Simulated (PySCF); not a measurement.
Vertical excitations of a molecule C3H5, multiplicity 2 from PySCF 2.14.0 with TDA-PBE/def2-SVPD, as energy in eV (oscillator strength): 3.40 (0.001), 4.30 (0.003), 4.88 (0.000), 5.06 (0.007), 5.85 (0.006), 6.41 (0.090), 6.58 (0.000), 6.71 (0.003), 6.79 (0.001), 7.14 (0.003). Geometry optimised at B3LYP-D3(BJ)/def2-TZVP. One conformer was computed; it need not be the lowest.

Identify the compound among the candidates.
A) [CH]=CC
B) [CH2]C=C
C) C=[C]C

C, C=[C]C
